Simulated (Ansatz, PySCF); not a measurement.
A series of proton affinity values:

A. B=N (BNH2) [iminoborane] + H+ → B=[NH2+]
B. CN[SiH3] + H+ → C[NH2+][SiH3]
C. NB(N)O [diaminoborinic acid] + H+ -> NB([NH3+])O
D. CC#N + H+ → CC#[NH+]

Quantity: proton affinity (enthalpy at 298 K, with B3LYP-D3(BJ) rigid-rotor harmonic-oscillator terms from PySCF), kcal/mol. Each molecule is optimised on its own at B3LYP-D3(BJ)/def2-TZVP (Ansatz, an electronic-structure program), one conformer each, not searched for the lowest. Cores are frozen in the correlated levels unless marked. No spin-orbit coupling. Non-relativistic. CBS(X,Y): correlation extrapolated as X^-3; Hartree-Fock from the larger set. The bracket is a focal-point correction in the basis named. Positive means that the reaction releases energy.

```json
[
 {"": "A", "LC-wPBE-D3(BJ)/def2-TZVPD (Ansatz + dftd3)": "186.4", "PBE-QIDH/def2-TZVPD (Ansatz)": "185.1", "CCSD/6-31G* (Ansatz)": "186.3", "RI-MP2/CBS(cc-pV(T+d)Z,cc-pV(Q+d)Z)+[CCSD(T)-MP2]/cc-pV(T+d)Z (Ansatz)": "(withheld)"},
 {"": "B", "LC-wPBE-D3(BJ)/def2-TZVPD (Ansatz + dftd3)": "216.3", "PBE-QIDH/def2-TZVPD (Ansatz)": "215.2", "CCSD/6-31G* (Ansatz)": "221.3", "RI-MP2/CBS(cc-pV(T+d)Z,cc-pV(Q+d)Z)+[CCSD(T)-MP2]/cc-pV(T+d)Z (Ansatz)": "(withheld)"},
 {"": "C", "LC-wPBE-D3(BJ)/def2-TZVPD (Ansatz + dftd3)": "213.0", "PBE-QIDH/def2-TZVPD (Ansatz)": "212.1", "CCSD/6-31G* (Ansatz)": "220.5", "RI-MP2/CBS(cc-pV(T+d)Z,cc-pV(Q+d)Z)+[CCSD(T)-MP2]/cc-pV(T+d)Z (Ansatz)": "(withheld)"},
 {"": "D", "LC-wPBE-D3(BJ)/def2-TZVPD (Ansatz + dftd3)": "190.7", "PBE-QIDH/def2-TZVPD (Ansatz)": "188.1", "CCSD/6-31G* (Ansatz)": "186.1", "RI-MP2/CBS(cc-pV(T+d)Z,cc-pV(Q+d)Z)+[CCSD(T)-MP2]/cc-pV(T+d)Z (Ansatz)": "(withheld)"}
]
```

Question: Some entries are withheld; supply them.

Answer: 
- A, RI-MP2/CBS(cc-pV(T+d)Z,cc-pV(Q+d)Z)+[CCSD(T)-MP2]/cc-pV(T+d)Z (Ansatz): 183.6
- B, RI-MP2/CBS(cc-pV(T+d)Z,cc-pV(Q+d)Z)+[CCSD(T)-MP2]/cc-pV(T+d)Z (Ansatz): 215.5
- C, RI-MP2/CBS(cc-pV(T+d)Z,cc-pV(Q+d)Z)+[CCSD(T)-MP2]/cc-pV(T+d)Z (Ansatz): 212.1
- D, RI-MP2/CBS(cc-pV(T+d)Z,cc-pV(Q+d)Z)+[CCSD(T)-MP2]/cc-pV(T+d)Z (Ansatz): 186.8
